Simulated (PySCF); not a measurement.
## Ag²⁺: excitation energy

Ag²⁺ [Kr] 4d9 (2D) → Ag²⁺ [Kr] 4d8 5p1 (high-spin determinant), as a difference of total energies. Calculation: PySCF 2.14, in x2c-QZVPPall with one added diffuse shell each of s, p, d, f, g type (14s9p8d5f3g, 143 functions); scalar relativity by spin-free X2C-1e. Correlated levels: valence: [Kr] frozen; valence and next inner shell: [Ar] 3d10 frozen. The calculations carry no spin-orbit coupling.

| method | excitation energy (cm⁻¹) |
| --- | --- |
| UHF | 113380 |
| LDA | 120940 |
| PBE | 118570 |
| PBE0 | 119320 |
| r2SCAN | 117490 |
| MP2 (valence) | 122960 |
| SCS-MP2 (valence) | 123520 |
| MP2 (valence and next inner shell) | 122520 |
| SCS-MP2 (valence and next inner shell) | 122250 |

A first-order spin-orbit estimate (lowest level to lowest level, LS coupling) adds -0.018 eV.

The determinant of the upper state mixes LS terms, which raises its energy above the lowest term, most at the Hartree-Fock and MP2 levels.
